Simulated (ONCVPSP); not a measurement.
## Reading a pseudo-wave (aluminium)

Columns: radius, all-electron u(r) and pseudo u(r) of the 3p shell (level -2.69 eV) of aluminium in the configuration [Ne] 3s2 3p1; PBEsol, scalar-relativistic, ONCV scheme, ONCVPSP 4.0.1.

| r (bohr) | all-electron | pseudo |
| --- | --- | --- |
| 0.108 | -0.0815 | 0.0025 |
| 0.215 | -0.1732 | 0.0101 |
| 0.322 | -0.2127 | 0.0225 |
| 0.430 | -0.2050 | 0.0398 |
| 0.538 | -0.1653 | 0.0618 |
| 0.645 | -0.1080 | 0.0878 |
| 0.752 | -0.0422 | 0.1176 |
| 0.860 | 0.0269 | 0.1510 |
| 0.968 | 0.0949 | 0.1871 |
| 1.075 | 0.1589 | 0.2246 |
| 1.182 | 0.2184 | 0.2632 |
| 1.290 | 0.2732 | 0.3022 |
| 1.398 | 0.3228 | 0.3404 |
| 1.505 | 0.3666 | 0.3766 |
| 1.612 | 0.4055 | 0.4105 |
| 1.720 | 0.4397 | 0.4417 |
| 1.828 | 0.4688 | 0.4695 |
| 1.935 | 0.4931 | 0.4932 |
| 2.042 | 0.5130 | 0.5130 |
| 2.150 | 0.5290 | 0.5289 |
| 2.258 | 0.5412 | 0.5411 |
| 2.365 | 0.5498 | 0.5498 |
| 2.472 | 0.5554 | 0.5554 |
| 2.580 | 0.5583 | 0.5583 |
| 2.688 | 0.5586 | 0.5586 |
| 2.795 | 0.5568 | 0.5568 |

Problem. How many radial nodes do the two functions have?

Solution. The all-electron 3p function has n − l − 1 = 1; the pseudo-wave has 0, since the states of the same l below it are removed with the core.

Problem. At about which radius was the pseudo-wave matched?

Solution. 2.15 bohr. The columns agree to 0.0005 from 1.94 bohr on; several derivatives are matched, so the curves merge somewhat inside the radius.

Problem. Where does each function peak?

Solution. Outermost all-electron maximum near 2.69 bohr, pseudo maximum near 2.69 bohr (to the table’s step).

Problem. Is the pseudo-wave norm-conserving?

Solution. Yes: the ONCV scheme keeps the norm inside the radius equal to the all-electron one, which fixes the energy derivative of the logarithmic derivative at the level.
